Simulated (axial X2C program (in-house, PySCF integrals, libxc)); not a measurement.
**Testing model relations on NaZr⁻**

A bond curve at the PBE0 level, with spin–orbit coupling, was computed with an in-house relativistic program for diatomic molecules (basis Zr dyall-acv3z [12s13p10d6f3g], Na dyall-av3z [10s9p5d2f] (cores contracted in-house)) for the state Ω = 4 (⟨Sz⟩ = 2.00, ⟨Lz⟩ = 2.00 at PBE0). Its fit gives Re = 3.4135 Å, ωe = 106.0 cm⁻¹, ωexe = 0.603 cm⁻¹ and αe = 6.477e-04 cm⁻¹; the masses are 89.9047 and 22.9898 u. Two-component means X2C with spin–orbit coupling and atomic mean-field Coulomb and Gaunt terms.

Question: Find the reduced mass, Be and the force constant.

Answer: From the PBE0 values: μ = 18.3082 u. Be = 16.8576/(μ Re²) = 0.07902 cm⁻¹. k = 5.8918×10⁻⁷ μ ωe² = 0.121 mdyn/Å.

Question: Where do the fundamental and the first overtone lie?

Answer: ν(1←0) = ωe − 2ωexe = 104.8 cm⁻¹; ν(2←0) = 2ωe − 6ωexe = 208.4 cm⁻¹.

Question: Estimate the centrifugal constant by the Kratzer relation.

Answer: D = 4Be³/ωe² = 1.76e-07 cm⁻¹.

Question: A Morse curve ties αe to the other constants (Pekeris). How well does that hold?

Answer: αe(Morse) = 6Be²/ωe × (√(ωexe/Be) − 1) = 6.229e-04 cm⁻¹; the PBE0 curve gives 6.477e-04 cm⁻¹, a ratio of 0.96.

One determinant describes the state; a PBE0 search over occupations chose it and may have missed a lower one. Density functionals use the spin component along the axis (collinear). PBE0 can misorder states that lie within some tenths of an eV, so this need not be the ground state of the molecule. The nearest other spin-free determinant of the search, M_S = 2, Λ = 0, lies 0.05 eV up at the distance of the search. Without a current term, density functionals place determinants with orbital angular momentum somewhat too high. With several unpaired electrons one determinant need not be a pure state. A state of lower Ω lies just above, and one determinant can place such states too high, so the state shown need not be the lowest. The search has Ω = 2 only 0.01 eV up. Open-shell Ω = 0 determinants with evenly filled partner blocks cannot be reached by this program, so the Ω shown need not be the lowest component. The highest occupied level of some functionals is positive through self-interaction error; at Hartree–Fock it is bound.
